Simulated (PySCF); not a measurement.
PySCF run on SnI

Input:

```python
from pyscf import gto, scf

mol = gto.M(
    atom='Sn 0 0 0; I 0 0 3.059',
    basis='sbkjc',
    ecp={'Sn': 'sbkjc', 'I': 'sbkjc'},
    charge=0,
    spin=1,
    verbose=4,
)
mf = scf.UHF(mol)
mf.kernel()
mf.dip_moment()
print('orbital energies (hartree):', [e[max(0, n-3):n+3].round(4) for e, n in zip(mf.mo_energy, mol.nelec)])
```

```bash
$ OMP_NUM_THREADS=1 python input.py
```

Output (some set-up lines and the per-cycle HOMO/LUMO lines with their warnings removed):

```
PySCF version 2.14.0

[INPUT] verbose = 4
[INPUT] num. atoms = 2
[INPUT] num. electrons = 11
[INPUT] charge = 0
[INPUT] spin (= nelec alpha-beta = 2S) = 1
[INPUT] symmetry False subgroup None
[INPUT] Mole.unit = angstrom
[INPUT] Symbol           X                Y                Z      unit          X                Y                Z       unit  Magmom
[INPUT]  1 Sn     0.000000000000   0.000000000000   0.000000000000 AA    0.000000000000   0.000000000000   0.000000000000 Bohr   0.0
[INPUT]  2 I      0.000000000000   0.000000000000   3.059000000000 AA    0.000000000000   0.000000000000   5.780672215045 Bohr   0.0

nuclear repulsion = 4.84372733107551
number of shells = 8
number of NR pGTOs = 40
number of NR cGTOs = 16
basis = sbkjc
ecp = {'Sn': 'sbkjc', 'I': 'sbkjc'}

******** <class 'pyscf.scf.uhf.UHF'> ********
method = UHF
initial guess = minao
damping factor = 0
level_shift factor = 0
DIIS = <class 'pyscf.scf.diis.CDIIS'>
diis_start_cycle = 1
diis_space = 8
diis_damp = 0
SCF conv_tol = 1e-09
SCF conv_tol_grad = None
SCF max_cycles = 50
direct_scf = True
direct_scf_tol = 1e-13
number electrons alpha = 6  beta = 5
Set gradient conv threshold to 3.16228e-05
init E= -13.8968318000495

cycle= 1 E= -14.4929990161438  delta_E= -0.596  |g|= 0.131  |ddm|=  1.6
cycle= 2 E= -14.5236527079704  delta_E= -0.0307  |g|= 0.0481  |ddm|= 0.469
cycle= 3 E= -14.5268626391062  delta_E= -0.00321  |g|= 0.0125  |ddm|= 0.112
cycle= 4 E= -14.5274116540229  delta_E= -0.000549  |g|= 0.00334  |ddm|= 0.0808
cycle= 5 E= -14.527462090301  delta_E= -5.04e-05  |g|= 0.00186  |ddm|= 0.0168
cycle= 6 E= -14.5274858902842  delta_E= -2.38e-05  |g|= 0.00127  |ddm|= 0.0104
cycle= 7 E= -14.527507122029  delta_E= -2.12e-05  |g|= 0.00058  |ddm|= 0.0166
cycle= 8 E= -14.5275115327172  delta_E= -4.41e-06  |g|= 0.000162  |ddm|= 0.0096
cycle= 9 E= -14.5275117541995  delta_E= -2.21e-07  |g|= 2.5e-05  |ddm|= 0.00232
cycle= 10 E= -14.5275117572957  delta_E= -3.1e-09  |g|= 8.75e-06  |ddm|= 0.000195
cycle= 11 E= -14.5275117577309  delta_E= -4.35e-10  |g|= 2.91e-06  |ddm|= 5.03e-05
Extra cycle  E= -14.5275117577687  delta_E= -3.78e-11  |g|= 1.78e-06  |ddm|= 9.2e-06
converged SCF energy = -14.5275117577687  <S^2> = 0.76003397  2S+1 = 2.0100089
Dipole moment(X, Y, Z, Debye): -0.00000,  0.00000, -5.97460
orbital energies (hartree): [array([-3.499e-01, -3.431e-01, -2.917e-01, -5.140e-02,  1.000e-04,
        1.874e-01]), array([-0.3501, -0.3464, -0.3429, -0.0322,  0.0006,  0.0178])]
```

In short: E(SCF) = -14.527512 Eh, 11 cycles, ⟨S²⟩ = 0.760, μz(SCF) = -5.97 D.

Hardware: Intel Xeon Platinum 8375C @ 2.90GHz, 1 thread, shared host. Wall time 0.65 s, peak memory 0.11 GiB.

The bond length is a typed value, not an optimised one. No search for the lowest solution was made.
